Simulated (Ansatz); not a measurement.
Coupled-cluster run, `BN(CC)[Si](C)(C)C`.

```yaml
crystal:
  periodic: [false, false, false]
  atoms:
    - {symbol: B, position_ang: [0.841402, -1.437406, -1.530624]}
    - {symbol: N, position_ang: [-0.003373, -0.876169, -0.576464]}
    - {symbol: C, position_ang: [-0.890885, -1.730191, 0.210681]}
    - {symbol: C, position_ang: [-0.334701, -2.047039, 1.586796]}
    - {symbol: Si, position_ang: [0.086730, 0.864979, -0.247439]}
    - {symbol: C, position_ang: [0.087003, 1.808203, -1.858376]}
    - {symbol: C, position_ang: [-1.418826, 1.368297, 0.744848]}
    - {symbol: C, position_ang: [1.643061, 1.240092, 0.716688]}
    - {symbol: H, position_ang: [0.803174, -2.618334, -1.746638]}
    - {symbol: H, position_ang: [1.607391, -0.734183, -2.129979]}
    - {symbol: H, position_ang: [-1.871185, -1.253855, 0.309509]}
    - {symbol: H, position_ang: [-1.044079, -2.659341, -0.343698]}
    - {symbol: H, position_ang: [-1.021647, -2.690666, 2.142038]}
    - {symbol: H, position_ang: [0.625592, -2.560599, 1.500541]}
    - {symbol: H, position_ang: [-0.177496, -1.139339, 2.174944]}
    - {symbol: H, position_ang: [-0.801835, 1.571357, -2.448611]}
    - {symbol: H, position_ang: [0.085427, 2.884514, -1.662861]}
    - {symbol: H, position_ang: [0.965191, 1.576419, -2.463374]}
    - {symbol: H, position_ang: [-1.371318, 2.442872, 0.943592]}
    - {symbol: H, position_ang: [-2.345423, 1.177837, 0.197036]}
    - {symbol: H, position_ang: [-1.483775, 0.859911, 1.709429]}
    - {symbol: H, position_ang: [2.525780, 0.929527, 0.151660]}
    - {symbol: H, position_ang: [1.732694, 2.310891, 0.920298]}
    - {symbol: H, position_ang: [1.656101, 0.711924, 1.673405]}
basis:
  gaussian: {orbitals: def2-TZVPP}
correlation: {method: ccsd_t}
output: {orbitals: {seedname: orbitals}}
```

```sh
$ ansatz run in.yaml --threads 4 --pin off --events-out ev --progress --plain --max-ram 66560MiB --backend cuda --devices 0, --max-vram 37GiB
```

Output of Ansatz, abridged:

```
Functional definition: HF
2767 factors; integrals over basis functions are off by at most 1.2e-3 eV
mean field evaluation 1: about -15419.1658 eV, gradient 5.3e1 eV
mean field evaluation 2: about -15419.5112 eV, gradient 5.3e1 eV
mean field evaluation 4: about -15426.7815 eV, gradient 6.6e0 eV
mean field evaluation 8: about -15426.9157 eV, gradient 3.5e-1 eV
mean field -15426.91609269 eV, -566.9287096670 hartree, gradient 2.1e-6 eV, S^2 0.000000; 0 other end points of the search recorded, 0 dependent functions left out
12 core orbitals not correlated: weight in the atoms' cores, before any rotation towards them, 1.000 or more for the frozen orbitals, at most 0.000 for the correlated occupied ones
reference -15426.91609269 eV, -566.9287096670 hartree; 24, 24 occupied and 447, 447 virtual orbitals, 2767 factors
second order -36.19846411 eV of doubles, -0.00000000 eV of singles
cycle   1  -37.55521931 eV  change    -1.4e0 eV  update   1.2e-1
cycle   2  -38.44604384 eV  change   -8.9e-1 eV  update   3.4e-2
cycle   3  -38.59897967 eV  change   -1.5e-1 eV  update   1.7e-2
cycle   4  -38.58905409 eV  change    9.9e-3 eV  update   4.8e-3
cycle   5  -38.58881816 eV  change    2.4e-4 eV  update   2.7e-3
cycle   6  -38.58907206 eV  change   -2.5e-4 eV  update   8.9e-4
cycle   7  -38.58881925 eV  change    2.5e-4 eV  update   2.9e-4
cycle   8  -38.58886984 eV  change   -5.1e-5 eV  update   8.0e-5
cycle   9  -38.58887831 eV  change   -8.5e-6 eV  update   2.3e-5
perturbative correction -1.54439717 eV, -0.0567555490 hartree
Total energy: -15467.04936817 eV, -568.4035803375 hartree
```

Run time 38 s (4 threads of an AMD EPYC 7R13 on a shared host and a share of an NVIDIA H100 80 GB); peak host memory 1.2 GiB.

Correlation energy per correlated electron: -0.836 eV. T1 diagnostic: 0.0111.
